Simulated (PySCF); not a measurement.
Species: C4H5BO2.
Geometry (PBE0-D3(BJ)/def2-SVP, Å), atoms numbered from 1 in this order:
```
atom  x, y, z in Å
C1     2.287   -0.592    1.287
C2     1.583    0.245    0.754
C3     0.773    1.239    0.132
C4    -0.473    1.028   -0.342
B5    -1.259   -0.335   -0.301
O6    -2.517   -0.333   -0.815
O7    -0.756   -1.488    0.211
H8     2.919   -1.322    1.760
H9     1.237    2.231    0.058
H10   -0.975    1.890   -0.793
H11   -2.921   -1.206   -0.750
H12    0.143   -1.388    0.555
```

The calculation used PySCF, PBE0-D3(BJ)/def2-SVP geometry optimisation, gas phase.

Take the most abundant isotopes and a rigid rotor. The values belong to one conformer with, in the numbering `[CH:1]#[C:2]/[CH:3]=[CH:4]\[B:5]([OH:6])[OH:7]`, C4–B5–O6–H 180°, C4–B5–O7–H 0°.

**Question.** Give the principal moments of inertia and the rotational constants in cm⁻¹.

**Answer.** Ia = 90.05, Ib = 289.26, Ic = 379.29 u·Å²; 505379 MHz·u·Å²/I gives 5612, 1747 and 1332 MHz, that is A = 0.18720, B = 0.05828, C = 0.04445 cm⁻¹.

**Question.** Classify the top.

**Answer.** An asymmetric top; Ray's κ = -0.806.

**Question.** What does the inertial defect say?

**Answer.** Planar: Δ = Ic − Ia − Ib = -0.02 u·Å². For a rigid frame Δ = −2 Σ m c², so it vanishes when all atoms lie in the ab plane; here none is more than 0.02 Å from it.

**Question.** Which types of transition are allowed, and where do some lines up to J = 3 fall?

**Answer.** The dipole components are |μa| = 1.26 D, |μb| = 0.49 D, |μc| = 0.01 D. The squared components, which scale the intensities, stand as 1.00 : 0.15 : 0.00 (a : b : c). Some lines, for components of 0.1 D or more:

```csv
type,branch,"J(Ka,Kc)",MHz,lower level (cm⁻¹)
a,Q,"1(1,0) ← 1(1,1)",415,0.232
a,Q,"2(1,1) ← 2(1,2)",1244,0.423
b,Q,"2(1,1) ← 2(0,2)",4726,0.307
a,R,"2(1,2) ← 1(1,1)",5744,0.232
a,R,"2(0,2) ← 1(0,1)",6128,0.103
b,R,"1(1,1) ← 0(0,0)",6945,0.000
a,R,"3(1,3) ← 2(1,2)",8598,0.423
a,R,"3(0,3) ← 2(0,2)",9113,0.307
a,R,"3(2,2) ← 2(2,1)",9239,0.852
b,Q,"2(2,0) ← 2(1,1)",11627,0.465
b,Q,"2(2,1) ← 2(1,2)",12839,0.423
b,Q,"3(2,2) ← 3(1,3)",13480,0.710
b,R,"2(2,1) ← 1(1,0)",18169,0.245
b,Q,"3(3,0) ← 3(2,1)",20226,1.165
b,Q,"3(3,1) ← 3(2,2)",20381,1.160
b,R,"3(2,1) ← 2(1,2)",22235,0.423
b,R,"3(3,1) ← 2(2,0)",29588,0.853
b,R,"3(3,0) ← 2(2,1)",29621,0.852
```

Stationary, but not proved a minimum. These are rigid-rotor constants of the computed structure; measured ground-state constants (B0) also hold zero-point vibration. Quadrupole hyperfine structure (11B) is left out.
